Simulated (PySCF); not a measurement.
Ga(H)(SiH3)2 (GaH₇Si₂), SMILES [SiH3][GaH][SiH3]. Geometry: PBE-D3(BJ)/def2-SVP.

Task: Give the equilibrium geometry at PBE-D3(BJ)/def2-SVP (PySCF confirms it by a frequency run) as Cartesian coordinates in Å, and its point group. (Estimate from the structure and the level; the computed values follow.)

Result: point group C2.
```xyz
10

Ga     0.0000     0.0000    -0.6203
H      0.0000     0.0000    -2.2092
Si    -2.1078     0.0041     0.5811
H     -2.4867    -1.4335     0.8545
H     -1.9990     0.6957     1.9163
H     -3.2425     0.6332    -0.1862
Si     2.1078    -0.0041     0.5811
H      1.9990    -0.6957     1.9163
H      3.2425    -0.6332    -0.1862
H      2.4867     1.4335     0.8545
```
